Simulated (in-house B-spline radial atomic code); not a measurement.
**BHandHLYP excitations of Ru⁴²⁺**

Method: BHandHLYP. Computed with an all-electron radial atomic-structure program (B-spline basis): linear response of the closed shell 1s2 with the functional's adiabatic kernel; non-relativistic, point nucleus, no spin-orbit coupling, no double excitations, S, P, D and F terms only.

Without relativity these are model numbers for so heavy an element.

Command:
```bash
python run_td.py task.json out
```
Settings (radii: box in bohr, nucleus in fm):
```
Z                        44
electrons                2
configuration            1s2
hamiltonian              nr
method                   bhandhlyp
box_radius               3.07
intervals                48
```

Run time, properties included: 0.1 s on 1 thread of Intel(R) Xeon(R) Platinum 8259CL CPU @ 2.50GHz (Skylake/Cascade Lake), on a shared host.

The lowest states, in the order of their Tamm-Dancoff energies; the method's threshold (minus the highest occupied level) is 25460.42 eV. Labels give the largest channel, * marks a mixed state, and oscillator strengths are full-response dipole values. Semilocal kernels can invert the small singlet-triplet splittings of Rydberg terms. Energies in eV:

```tsv
state	full response	Tamm-Dancoff	oscillator strength
1s → 2s 3S	19044.81	19044.90	-
1s → 2p 3P	19144.96	19145.03	-
1s → 2s 1S	19187.12	19187.80	-
1s → 2p 1P	19248.70	19249.09	0.789
1s → 3d 3D	22533.36	22533.39	-
1s → 3p 3P	22613.86	22613.88	-
1s → 3d 1D	?	?	-
1s → 3s 3S	22640.92	22640.95	-
1s → 3p 1P	22664.36	22664.71	0.174
1s → 3s 1S	22676.56	22676.73	-
1s → 4p 3P	23875.86	23875.87	-
1s → 4s 3S	23879.88	23879.89	-
1s → 4f 3F	?	?	-
1s → 4d 3D	23888.00	23888.01	-
1s → 4s 1S	23897.97	23898.09	-
1s → 4p 1P	23898.72	23898.89	0.0586
```

(1) Where does 1s → 3d 1D lie?

(2) Where does 1s → 4f 3F lie?

(3) How large is the singlet-triplet splitting of 1s → 2s (S terms) in Tamm-Dancoff?

(4) What polarisabilities and dispersion coefficient does the method give?

Answers

(1) At 22634.88 eV in full response, 22635.70 eV in Tamm-Dancoff.

(2) At 23880.63 eV in full response, 23880.63 eV in Tamm-Dancoff.

(3) 143 eV, from the unrounded values.

(4) Dipole 2.486e-06 bohr³, quadrupole 4.421e-09 bohr⁵, C6 3.765e-09 hartree·bohr⁶ for two such species.
